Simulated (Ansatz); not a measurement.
LiP, multiplicity 3 (lowest of 2S+1 = 1, 3, 5 at CCSD(T)/def2-TZVPP on PBE0 minima; our sources give no spin for the ground state, which may be another), most abundant isotopes (7.0160 and 30.9738 u). Constants from fifth-degree fits in 1/R to seven points on the lowest solution found; no spin–orbit coupling, no relativity up to Kr; ω_e x_e and α_e move by some per cent with the fit.

Correlated levels freeze the inner cores; with def2 sets outer-core shells near the valence are correlated too.

Programs: Ansatz (an electronic-structure program) with Gaussian orbitals. 

Total energies (hartree; each atom in its lowest state at that level) and vibrational constants (cm⁻¹):

| level | E(LiP) at r_e | E(Li) | E(P) | ω_e | ω_e x_e |
|---|---|---|---|---|---|
| PBE/def2-TZVPP | -348.631976 | -7.461919 | -341.102992 | 479 | 3.8 |
| B3LYP/def2-TZVPP | -348.841533 | -7.492798 | -341.280585 | 489 | 3.5 |
| wB97M-V/def2-TZVPP | -348.785141 | -7.472067 | -341.241421 | 502 | 3.2 |
| CCSD(T)/def2-QZVPP | -348.360988 | -7.467933 | -340.829047 | 491 | 3.4 |

**Question.** Work out D_e and D₀ in eV.

**Answer.** 
D_e = E(Li) + E(P) − E(molecule), times 27.2114 eV; D₀ = D_e − (ω_e/2 − ω_e x_e/4)/8065.54.
- PBE/def2-TZVPP: D_e = 1.825, zero point 0.030, D₀ = 1.795 eV
- B3LYP/def2-TZVPP: D_e = 1.854, zero point 0.030, D₀ = 1.824 eV
- wB97M-V/def2-TZVPP: D_e = 1.950, zero point 0.031, D₀ = 1.919 eV
- CCSD(T)/def2-QZVPP: D_e = 1.742, zero point 0.030, D₀ = 1.711 eV
No counterpoise correction is made.
